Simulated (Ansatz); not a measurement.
Geometry optimisation, RKS B3LYP/def2-SVP in Ansatz.

Input:

```yaml
crystal:
  periodic: [false, false, false]
  atoms:
    - { symbol: B, position_ang: [0.042212, 0.558904, -0.241958] }
    - { symbol: Cl, position_ang: [-0.200599, -0.531251, 2.619783] }
    - { symbol: O, position_ang: [1.224413, -0.112427, -0.4075] }
    - { symbol: H, position_ang: [1.135463, -1.057718, -0.571926] }
    - { symbol: O, position_ang: [-1.204354, 0.092437, -0.567645] }
    - { symbol: H, position_ang: [-1.254384, -0.85904, -0.710381] }
    - { symbol: "N", position_ang: [0.124144, 1.938575, 0.315866] }
    - { symbol: H, position_ang: [1.017157, 2.412799, 0.319904] }
    - { symbol: H, position_ang: [-0.673274, 2.551757, 0.215558] }
    - { symbol: H, position_ang: [-0.064678, 0.735164, 2.206298] }
basis:
  gaussian: { orbitals: def2-SVP }
hamiltonian:
  xc: b3lyp
relax:
  f_tol: 0.03
  max_steps: 50
```

Run as:

```bash
$ ansatz run input.yaml --threads 2 --pin off --max-ram 3072MiB --backend cpu --events-out ev --progress --plain --runs-dir out
```

Question: Where does it end, and by what steps?

Answer: The forces met the threshold. After 9 steps the energy has fallen by 0.229 eV; Cl2 moved furthest, 0.92 Å.

| step | energy less start (eV) | largest force component (eV/Å) | accepted |
| --- | --- | --- | --- |
| 0 | 0.0000 | 1.962 | yes |
| 1 | -0.0857 | 1.161 | yes |
| 2 | -0.1605 | 0.593 | yes |
| 3 | -0.1964 | 0.381 | yes |
| 4 | -0.2178 | 0.180 | yes |
| 5 | -0.2082 | 0.516 | no |
| 6 | -0.2243 | 0.158 | yes |
| 7 | -0.2271 | 0.075 | yes |
| 8 | -0.2276 | 0.141 | yes |
| 9 | -0.2287 | 0.012 | yes |

```xyz
10
Properties=species:S:1:pos:R:3
B 0.041 0.478 -0.303
Cl -0.181 0.145 3.249
O 1.229 -0.157 -0.554
H 1.161 -1.014 -0.988
O -1.198 0.044 -0.693
H -1.223 -0.815 -1.127
N 0.098 1.691 0.464
H 0.984 2.178 0.544
H -0.700 2.318 0.447
H -0.063 0.861 2.140
```

Whether the end is a true minimum wasn't checked by a vibrational analysis.

Time of the run: 21 s on 2 threads of Arm Neoverse V2 (shared host), peak memory 0.2 GiB.
